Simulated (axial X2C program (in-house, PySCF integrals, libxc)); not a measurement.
**Which molecule has these constants?**

All values come from calculations with an in-house relativistic program for diatomic molecules, spin-free (one-electron X2C) or two-component (2c: spin–orbit coupling with atomic mean-field Coulomb and Gaunt terms, which also bring small scalar terms), in Dyall basis sets with cores contracted in-house; open shells are unrestricted.

A two-component PBE0 calculation in a Dyall 3-zeta basis gave Re = 2.118 Å, ωe = 482.8 cm⁻¹, De = 3.59 eV, Ω = 1.

**Question.** Which molecule is it?
A. MnS⁻
B. VS⁻
C. CaS⁻
D. GaS⁻
E. AsS⁻

**Answer.** E. The others have VS⁻ 2.101 Å and 500.5 cm⁻¹ (Ω = 1); CaS⁻ 2.395 Å and 418.1 cm⁻¹ (Ω = 1/2); MnS⁻ 2.166 Å and 443.7 cm⁻¹ (Ω = 3); GaS⁻ 2.127 Å and 450.1 cm⁻¹ (Ω = 0).

Each entry is the lowest single determinant of a limited PBE0 search at one distance. De goes to single-determinant-based atoms at the same level (for ions the charge split of lowest energy) and is withheld (n/a) where an atom does not fit its ground term or J level. Main or longest-lived isotopes. One determinant is a doubtful description, or other states lie close, for AsS⁻, VS⁻, MnS⁻; these need not be ground states, and all values refer to the states named. Some open-shell Ω = 0 determinants are out of reach, so the Ω given for AsS⁻, VS⁻, MnS⁻ need not be the lowest component. With several unpaired electrons the Ω given is that of one determinant, not necessarily of the lowest component. Some light 2c atoms are not at their ground J level, so De misses part of their lowering (0.04 eV or less). The functionals have no current term, which raises determinants with orbital currents.
